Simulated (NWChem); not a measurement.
System: Si₂NH₆F; SMILES N[Si@H](F)[SiH3]

```xyz
10

N      1.4071     1.2270     0.1688
Si    -0.0709     0.5500    -0.4123
F     -1.4296     1.1472     0.3189
Si    -0.0197    -1.7535     0.0336
H      1.6993     2.1677    -0.1077
H      1.7535     0.9942     1.1023
H     -0.1846     0.9220    -1.8617
H     -1.3563    -2.3989    -0.2112
H      0.3561    -1.9686     1.4777
H      1.0116    -2.4324    -0.8282
```
Atoms are numbered in this order, from 1.

Level: PBE-D3(BJ)/def2-SVP (NWChem), optimised geometry, unscaled harmonic frequencies. 

| frequency (cm⁻¹) | IR intensity (km/mol) |
|---|---|
| 90 | 0.4 |
| 135 | 2.0 |
| 179 | 3.1 |
| 274 | 24.3 |
| 310 | 23.8 |
| 390 | 141.3 |
| 421 | 25.6 |
| 492 | 22.6 |
| 505 | 24.9 |
| 676 | 33.0 |
| 784 | 144.4 |
| 813 | 226.8 |
| 849 | 23.9 |
| 878 | 22.6 |
| 894 | 9.6 |
| 903 | 36.0 |
| 915 | 171.7 |
| 1493 | 40.8 |
| 2147 | 55.7 |
| 2162 | 54.6 |
| 2172 | 81.2 |
| 2182 | 142.0 |
| 3492 | 27.0 |
| 3589 | 31.1 |

```
Item                                                                                Value
-----------------------------------------------------------------------  ----------------
zero-point energy                                                           38.2 kcal/mol
thermal correction to the enthalpy at 298.15 K (with zero-point energy)     43.4 kcal/mol
heat capacity Cv                                                         25.4 cal/(mol K)
entropy at 298.15 K and 1 atm (symmetry number 1)                        82.7 cal/(mol K)
dipole moment                                                                      2.00 D
```

Rigid rotor and harmonic oscillator; modes under 100 cm⁻¹ make the entropy uncertain.
